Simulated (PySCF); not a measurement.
## CoO at PBE0

Computed with PBE0; basis Co def2-TZVPPD, O def2-TZVPPD; no relativity; PySCF 2.14.

```
state                                           : quartet, unpaired electrons σ ↑, π ↑, δ ↑, a mixture of terms (⟨Lz²⟩ = 4.9), a second solution, started from another occupation
bond length                                     : 1.640 Å
harmonic wavenumber                             : 813 cm⁻¹
force constant                                  : 4.90 mdyn/Å
rotational constant Be                          : 0.4981 cm⁻¹
anharmonicity ωexe                              : 8.57 cm⁻¹
vibration–rotation constant αe                  : 0.00489 cm⁻¹
bond order (Mayer)                              : 1.77
dipole moment (positive dipole means Co(−)O(+)) : -5.48 D
```

De is left out where the level can put another filling of the metal’s s and d shells below the measured ground configuration, by anything from nothing to about 1 eV.
